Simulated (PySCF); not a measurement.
Cl₄Se, charge +1, multiplicity 2. Atoms are numbered in the order given.

```xyz
5

Se     0.0000     0.0000    -0.1657
Cl     0.0000     2.1152    -1.0090
Cl     0.0000    -2.1152    -1.0090
Cl     1.6840     0.0000     1.1748
Cl    -1.6840     0.0000     1.1748
```
Charge +1, spin multiplicity 2.

Coordinates come from a B3LYP-D3(BJ)/def2-SVP optimisation.

Method: PBE0/def2-TZVP (PySCF).

ESP charges are fitted to the potential on shells at 1.4 to 2.0 van der Waals radii. Atomic charges (e):

```csv
atom,ESP fit,meta-Löwdin,Löwdin,Mulliken,Mulliken spin
Se1,0.02,1.11,?,0.74,0.04
Cl2,0.24,-0.05,?,0.03,0.41
Cl3,0.24,-0.05,?,0.03,0.41
Cl4,0.25,0.00,?,0.09,0.07
Cl5,0.25,0.00,?,0.09,0.07
```

Fill in the missing entries. (Estimate from the structure and the level; the computed values follow.)


- Se1, Löwdin: 0.12
- Cl2, Löwdin: 0.17
- Cl3, Löwdin: 0.17
- Cl4, Löwdin: 0.27
- Cl5, Löwdin: 0.27

Computed Mayer and Wiberg (Löwdin basis) orders of the bonds:
| bond | Mayer | Wiberg |
|---|---|---|
| Se1–Cl2 | 0.95 | 1.45 |
| Se1–Cl3 | 0.95 | 1.45 |
| Se1–Cl4 | 1.18 | 1.69 |
| Se1–Cl5 | 1.18 | 1.69 |
